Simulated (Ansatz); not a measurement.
Two structures of CH8AsGa, closed shell, reached by relaxing down either side of one saddle point (PBE0-D4/def2-TZVP). Energies are electronic, without zero-point energy. Ansatz 0.2.0; basis: def2-TZVPP and def2-QZVPP; cores frozen in the correlated methods. Filled d shells of the heavier atoms are correlated. The def2 sets are not built for correlating such inner shells, so the correlated values are less sure here. Extrapolation: Hartree–Fock as exp(−7.88 √X), correlation as X^−2.97. First:

| atom | x (Å) | y (Å) | z (Å) |
| --- | --- | --- | --- |
| Ga1 | -0.8858 | 0.5052 | 0.2861 |
| C2 | 0.3303 | 1.6224 | -0.7961 |
| H3 | -1.9817 | -0.3814 | -0.4144 |
| H4 | -0.9112 | 0.6543 | 1.8543 |
| H5 | 1.0328 | -0.8764 | 0.2374 |
| As6 | 0.9558 | -2.3531 | 0.6410 |
| H7 | 1.2506 | 1.8670 | -0.2633 |
| H8 | 0.5804 | 1.1514 | -1.7482 |
| H9 | -0.1804 | 2.5650 | -1.0207 |
| H10 | -0.0589 | -2.6645 | -0.4468 |
| H11 | -0.1318 | -2.0899 | 1.6706 |

Second:

```
atom    x (Å)    y (Å)    z (Å)
 Ga1  -1.0929  -0.4287   0.5670
  C2   0.8216   1.6313  -0.9143
  H3  -2.0422  -0.2973  -0.6760
  H4  -1.1516   0.6026   1.7488
  H5   1.1219   0.6169  -0.6409
 As6   0.4964  -2.2516   0.6585
  H7   1.5059   2.3353  -0.4430
  H8   0.8673   1.7289  -1.9980
  H9  -0.1947   1.8540  -0.5828
 H10  -0.5255  -3.2607   0.1583
 H11   0.1940  -2.5307   2.1225
```

Which bonds change from the first to the second?

CH₅Ga ([CH3][GaH2]) + AsH₃ → GaAsH₄ ([GaH2][AsH2]) + CH₄; bonds formed: Ga1–As6, C2–H5; bonds broken: Ga1–C2, H5–As6.

Give the saddle point's structure and its height above each. (Judge from chemistry; the value comes from the calculation.)

The calculation gives: 26.83 kcal/mol above the first and 44.35 kcal/mol above the second (CCSD(T) at an estimated basis limit (MP2 extrapolated from triple and quadruple zeta, plus CCSD(T) − MP2 in triple zeta)).
| atom | x (Å) | y (Å) | z (Å) |
| --- | --- | --- | --- |
| Ga1 | -0.9897 | 0.1339 | 0.3270 |
| C2 | 0.5122 | 1.3127 | -0.6837 |
| H3 | -2.0575 | -0.3049 | -0.7126 |
| H4 | -1.1094 | 0.6378 | 1.7919 |
| H5 | 0.6342 | -0.1231 | -0.1854 |
| As6 | 0.8897 | -1.8924 | 0.3837 |
| H7 | 1.3938 | 1.6240 | -0.1221 |
| H8 | 0.7912 | 1.0315 | -1.6998 |
| H9 | -0.1535 | 2.1800 | -0.7542 |
| H10 | -0.3025 | -2.6588 | -0.1616 |
| H11 | 0.3916 | -1.9406 | 1.8168 |

No T1 diagnostic of these runs exceeds 0.013. The end structure is not quite a true minimum (one mode of 51i cm⁻¹).

Labels in which every atom is bracketed show which atoms are joined, not bond orders.

For scale, one of the runs: CCSD(T)/def2-TZVPP, 239 basis functions, launched by `ansatz run in.yaml --threads 8 --pin off --events-out ev --progress --plain --max-ram 19148MiB`. Time: 120 s of wall clock on 8 CPU threads of an Arm Neoverse V1; the host was shared. Peak host memory: 4.5 GiB.
